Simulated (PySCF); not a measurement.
Be(OMe)(SiH3) (CH6BeOSi), SMILES C[O][Be][SiH3]. Atoms are numbered in the order given.

```xyz
10

Be     0.0000     0.0000    -0.0284
O      0.0000     0.0000    -1.4252
C      0.0000     0.0000    -2.8112
H     -0.8963    -0.5119    -3.2027
H      0.0048     1.0322    -3.2027
H      0.8915    -0.5202    -3.2027
Si     0.0000     0.0000     2.1350
H      1.0772    -0.8738     2.7004
H     -1.2954    -0.4960     2.7004
H      0.2182     1.3698     2.7004
```
Charge 0, spin multiplicity 1.

Coordinates come from a ωB97X-D3(BJ)/def2-SVP optimisation. Other conformers were not sampled.

Level of theory: KT2/pcSseg-1 in PySCF.

GIAO shieldings, no solvent; atoms alike by connectivity are averaged. δ = σ(ref) − σ: ¹⁷O against H2O (σ = 330.4 ppm); ¹³C against TMS (σ = 185.1 ppm); ¹H against TMS (σ = 31.47 ppm); ²⁹Si against TMS (σ = 361.9 ppm), references at their B3LYP-D3(BJ)/def2-TZVP geometries, non-relativistic.

```
nucleus        atoms  count  δ (ppm)
-------  -----------  -----  -------
¹⁷O               O2      1     59.5
¹³C               C3      1     59.3
¹H        H4, H5, H6      3     4.60
¹H       H8, H9, H10      3     3.07
²⁹Si             Si7      1   -146.2
```
